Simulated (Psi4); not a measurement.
Torsional profile of SMILES N[SiH2]c1ccccc1. Scanned: dihedral N1–Si2–C3–C4; all other coordinates were relaxed at GFN2-xTB. Points at φ and −φ are mirror images.

Geometry of the scan point at 60° (Å):
```
17

N      2.7660    -0.6144    -0.6418
Si     2.0285     0.6318     0.2948
C      0.1896     0.2150     0.3289
C     -0.2475    -0.9907     0.8687
C     -1.5918    -1.3119     0.9140
C     -2.5325    -0.4236     0.4195
C     -2.1178     0.7829    -0.1176
C     -0.7703     1.0950    -0.1580
H      3.7683    -0.6223    -0.7378
H      2.3364    -0.8961    -1.5086
H      2.6413     0.5297     1.6212
H      2.1842     2.0019    -0.2248
H      0.4824    -1.6882     1.2541
H     -1.9097    -2.2548     1.3366
H     -3.5841    -0.6704     0.4536
H     -2.8469     1.4814    -0.5042
H     -0.4575     2.0416    -0.5771
```

Calculation: PBE-D3(BJ)/def2-SVP // GFN2-xTB run with Psi4 1.11.

Scanned values (°): -150, -120, -90, -60, -30, 0, 30, 60, 90, 120, 150, 180.

Problem. At which scan points does the profile have its minima and maxima, and how high do they lie?

Solution. Lower than their neighbours: -150° (0.00 kJ/mol), -30° (0.00 kJ/mol), 30° (0.00 kJ/mol), 150° (0.00 kJ/mol). Higher than their neighbours: -90° (5.74 kJ/mol), 0° (3.69 kJ/mol), 90° (5.74 kJ/mol), 180° (3.57 kJ/mol). The whole profile spans 5.74 kJ/mol.
